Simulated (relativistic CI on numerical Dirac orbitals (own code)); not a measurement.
**Level scheme of Ta³⁺**

Computed by Dirac-Coulomb-Breit CI, orbitals from a KLI potential per configuration, model QED (radiative potential, 1s self-energy scaled to tabulated hydrogen-like ionisation energies), valence Slater integrals scaled by 0.85, P86 correlation energy added to each configuration (own radial code, finite nucleus).

Configuration list (outside the closed core [Kr] 4d10 5s2): 4f14.5p6.5d2, 4f14.5p6.5d.6s, 4f14.5p6.6s2, 4f14.5p6.5d.6p, 4f14.5p6.5d.5f, 4f14.5p6.6s.6p, 4f14.5p6.5d.5g, 4f14.5p6.5d.6d, 4f14.5p6.5d.7s, 4f14.5p6.5f2, 4f14.5p6.5d.7p, 4f14.5p6.6p2, 4f14.5p5.5d3, 4f14.5p6.5d.7d, 4f14.5p6.6s.7s, 4f13.5p6.5d3. Levels of other configurations are missing.

The lowest level is 4f14.5p6.5d2 3F_2, with 92 % of that term; Hund's rules for 4f14.5p6.5d2 give 3F with J = 2, in agreement.

```
No.   Configuration  Term  J  E (cm⁻¹)    %    Next component (%)  Landé g
  1    4f14.5p6.5d2    3F  2       0.0   92                  7 1D    0.693
  2    4f14.5p6.5d2    3F  3    3840.8  100                          1.083
  3    4f14.5p6.5d2    3F  4    7453.5   96                  4 1G    1.240
  4    4f14.5p6.5d2    1D  2   10222.5   66                 24 3P    1.095
  5    4f14.5p6.5d2    3P  0   11015.5   96                  4 1S         
  6    4f14.5p6.5d2    3P  1   12981.1  100                          1.501
  7    4f14.5p6.5d2    3P  2   16463.1   76                 21 1D    1.378
  8    4f14.5p6.5d2    1G  4   17687.1   96                  4 3F    1.010
  9  4f14.5p6.5d.6s    3D  1   32053.9  100                          0.499
 10  4f14.5p6.5d.6s    3D  2   33564.8   94                  5 1D    1.157
 11    4f14.5p6.5d2    1S  0   33733.2   91                  4 3P         
 12  4f14.5p6.5d.6s    3D  3   37467.0  100                          1.334
 13  4f14.5p6.5d.6s    1D  2   44911.0   88                  6 3D    1.010
 14    4f14.5p6.6s2    1S  0   74222.1   93     3 4f14.5p6.5d2 1S         
 15  4f14.5p6.5d.6p   3F°  2   80608.9   67                28 1D°    0.787
 16  4f14.5p6.5d.6p   3D°  1   83847.4   73                16 1P°    0.681
 17  4f14.5p6.5d.6p   3D°  2   88103.9   43                26 1D°    1.171
 18  4f14.5p6.5d.6p   3F°  3   88332.2   78                18 3D°    1.124
 19  4f14.5p6.5d.6p   3D°  2   90803.5   46                27 1D°    0.999
 20  4f14.5p6.5d.6p   3D°  3   93904.8   63                22 3F°    1.230
 21  4f14.5p6.5d.6p   3P°  1   94066.1   59                23 3D°    1.192
 22  4f14.5p6.5d.6p   3P°  0   95183.2   96  4 4f14.5p6.6s.6p 3P°         
 23  4f14.5p6.5d.6p   3F°  4   97081.8  100                          1.250
 24  4f14.5p6.5d.6p   3P°  2   98716.3   73                18 1D°    1.377
 25  4f14.5p6.5d.6p   1F°  3  101481.3   80                19 3D°    1.063
 26  4f14.5p6.5d.6p   1P°  1  102071.7   60                30 3P°    1.130
 27  4f14.5p6.6s.6p   3P°  0  115135.3   96  4 4f14.5p6.5d.6p 3P°         
 28  4f14.5p6.6s.6p   3P°  1  118233.1   95  2 4f14.5p6.5d.6p 3P°    1.485
 29  4f14.5p6.6s.6p   3P°  2  126181.7   99  1 4f14.5p6.5d.6p 3P°    1.501
 30  4f14.5p6.6s.6p   1P°  1  148217.0   85  6 4f14.5p6.5d.5f 1P°    1.012
 31  4f14.5p6.5d.6d    3D  1  154940.7   69                 24 1P    0.644
 32  4f14.5p6.5d.6d    3G  3  155025.3   52                 40 1F    0.890
 33  4f14.5p6.5d.6d    3D  2  156932.5   67  17 4f14.5p6.5d.7s 3D    1.144
 34  4f14.5p6.5d.6d    3G  3  157041.6   41                 24 1F    0.978
 35  4f14.5p6.5d.7s    3D  1  157993.7   86   9 4f14.5p6.5d.6d 1P    0.609
 36  4f14.5p6.5d.6d    3F  2  158390.5   52  19 4f14.5p6.5d.7s 3D    0.865
 37  4f14.5p6.5d.6d    3G  4  158406.3   88                  7 1G    1.055
 38  4f14.5p6.5d.6d    3S  1  159194.8   36                 21 1P    1.312
 39  4f14.5p6.5d.7s    3D  2  159218.5   35  24 4f14.5p6.5d.6d 3F    1.028
 40  4f14.5p6.5d.6d    3P  0  161118.3   75                 17 1S         
 41  4f14.5p6.5d.6d    3D  3  161257.2   59                 29 1F    1.214
 42  4f14.5p6.5d.6d    3G  5  162770.6  100                          1.200
 43  4f14.5p6.5d.6d    3F  3  162820.0   81                  6 1F    1.090
 44  4f14.5p6.5d.6d    1P  1  163329.6   45                 31 3S    1.305
 45  4f14.5p6.5d.6d    1D  2  163523.1   29  23 4f14.5p6.5d.7s 1D    1.055
```

Energies count from the lowest computed level; ° marks odd parity.

The mean weight of the leading LS term, summed over parents, in these 45 levels is 76 %, and that of the leading jj configuration (from the same eigenvectors) 83 %.

Correlation outside the listed configurations is missing or only estimated: errors of thousands of cm⁻¹ between configurations and terms are usual at this charge. Rates and lifetimes follow the computed energies and can be off by large factors. The fine structure of a lone outer electron comes out too small, for d and f at times inverted, and misplaced configurations move strength between like terms.

Landé's interval rule says that E(J) − E(J−1) = AJ with one A. For the ground term the intervals give A = 1280.3, 903.2 cm⁻¹ for J = 3, 4; the multiplet is regular.

LS names give the leading component of a level, which can be under half, so a name can repeat, a term be missing and a line seem to break the LS rules.
